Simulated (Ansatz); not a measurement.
Stepwise reaction of `F[SiH](F)S` with hydrogen sulfide, as a gas-phase model of exchange steps in deposition or etching. ΔE in kJ/mol.

Isolated molecules relaxed with PBE0-D4/def2-TZVP in Ansatz; ΔE leaves out vibrations. CCSD(T)/CBS is the MP2 limit (def2-TZVPP, def2-QZVPP) plus CCSD(T) − MP2 in def2-TZVPP, frozen cores. This one scheme is used for every species. Functionals use def2-TZVPP. B3LYP here is the variant with VWN-RPA as its local correlation; programs differ in this. Each species was taken in one conformer, which may not be the lowest.

| step | reaction | PBE-D4 | B3LYP-D4 | ωB97M-V | CCSD(T)/CBS |
| --- | --- | --- | --- | --- | --- |
| 1 | `F[SiH](F)S` + H₂S → `F[SiH](S)S` + H–F | 73.2 | 89.1 | 89.2 | 84.7 |
| 2 | `F[SiH](S)S` + H₂S → `S[SiH](S)S` + H–F | 64.7 | 78.9 | 80.4 | 73.6 |

By hand: ΔE of the 2 steps together at CCSD(T)/CBS.

(84.7) + (73.6) = 158.3 kJ/mol, or 79.2 kJ/mol a step.

In ΔE each step is lower than the one before. All are uphill at CCSD(T)/CBS. PBE-D4 differs from CCSD(T)/CBS by -11.5 to -8.9 kJ/mol a step. Isolated molecules leave out the surface, adducts and barriers. Largest T1 diagnostic: 0.012.
